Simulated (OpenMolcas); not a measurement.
Fe2+: ligand-field states by method

Fe2+ with its 6 nearest fluoride ions at 2.151 Å, on the Ca site of CsCaF3 (a = 4.526 Å, distance in the model lattice 2.263 Å). The rest of the host is ab initio model potentials to 7.6 Å, with orthogonalisation functions on the cations behind the ligands, and point charges beyond; the distance is set by hand and nothing relaxes. Ligand basis ANO-RCC-VDZP.
```
Fe    0.0000    0.0000    0.0000
F     2.1510    0.0000    0.0000
F     0.0000    2.1510    0.0000
F    -2.1510    0.0000    0.0000
F     0.0000   -2.1510    0.0000
F     0.0000    0.0000    2.1510
F     0.0000    0.0000   -2.1510
```

* Program: OpenMolcas 26.06
* Basis: ANO-RCC-VTZP [6s5p3d2f1g]
* Scalar Hamiltonian: DKH2, point nucleus
* Active space: 6 electrons in 5 orbitals (3d)
* State averaging: 2S+1 = 5 even, 5 roots; 2S+1 = 3 even, 45 roots; 2S+1 = 1 even, 50 roots
* Spin-orbit coupling: RASSI with atomic mean-field integrals over the reference wave functions

I. CASSCF
II. SS-CASPT2, IPEA 0.25 Eh, imaginary shift 0.1 Eh (closed shells correlated: 3s 3p and the ligand valence shells)
III. SS-CASPT2, IPEA 0.25 Eh, imaginary shift 0.2 Eh (closed shells correlated: 3s 3p and the ligand valence shells)

Spin-free states (labels of O, the rotations of Oh) in cm-1, each column counted from its own energy of the first state listed:

```tsv
State	Degeneracy	I	II	III
5T2	3	0	0	0
5E	2	6236	7500	7500
3T1	3	18702	15840	15840
3T2	3	21198	17480	17480
3T1	3	23232	20310	20310
1A1	1	24704	20900	20900
3E	2	25550	22650	22650
3T2	3	26129	21770	21770
3T1	3	26485	22440	22440
1T1	3	28784	24870	24870
3A2	1	29642	25720	25720
3T2	3	29797	25700	25700
3T1	3	30079	27660	27660
3E	2	31295	28200	28200
1T2	3	32641	28190	28190
3A1	1	33646	30560	30560
1E	2	34707	30350	30350
3T1	3	35431	34140	34140
1A1	1	35607	30310	30310
1T2	3	37029	32760	32760
```

From I to II, I's first state of the same spin (5E) moves from 6236 to 7500 cm-1, by about +1300 cm-1.

From I to II, I's first state of another spin (3T1) moves from 18702 to 15840 cm-1, by about -2900 cm-1.

χT at 300 K: I 4.13, II 4.10, III 4.10 cm3 K/mol.

Roots that are degenerate in the reference are averaged as groups; the widest CASPT2 spread within a group is 220 cm-1 (the 3-fold group of multiplicity 3 near 20300 cm-1 above the lowest state of its run, II). Shifts and gaps below about the spread of the groups concerned are not significant. Over all roots computed the reference weight is 0.72 to 0.73 in II, 0.72 to 0.74 in III; a low but even weight reflects the number of correlated electrons. An orbital triplet at a regular site is open to Jahn-Teller coupling, which can distort the site and quench the lowest spin-orbit gaps and is left out. Ligand-to-metal charge-transfer states are missing. Without dynamic correlation the repulsion within the d shell is too large (B by tens of per cent), so at a given field states of lower spin stand too high (holds for I). With no ligand orbital active B as a rule stays too high, so bands that hang on it stand too high and its fall with covalency is understated (holds for I). With metal d orbitals alone and no dynamic correlation 10Dq can be off by a tenth to a fifth, either way, in oxide and fluoride hosts (holds for I). A single d shell leaves out the double-shell effect, which counts most for late 3d ions, where the CASPT2 field can be off either way by tens of per cent (holds for II; III). These CASPT2 states fit no ligand-field parameters well, so their order and spin gaps are uncertain (holds for II; III). For late 3d ions with one d shell CASPT2 can put B and the spin-flip bands somewhat low as well as high (holds for II; III). With one d shell and no ligand orbital active, 10Dq can be off by tens of per cent for divalent 3d ions, low with halides held by bare charges and at times high in hosts (holds for II; III). Free-ion shares, where given, are those of the reference states; single-state CASPT2 does not remix them (holds for II; III). No measured value stands beside these numbers; the geometry was set by hand and not optimised.
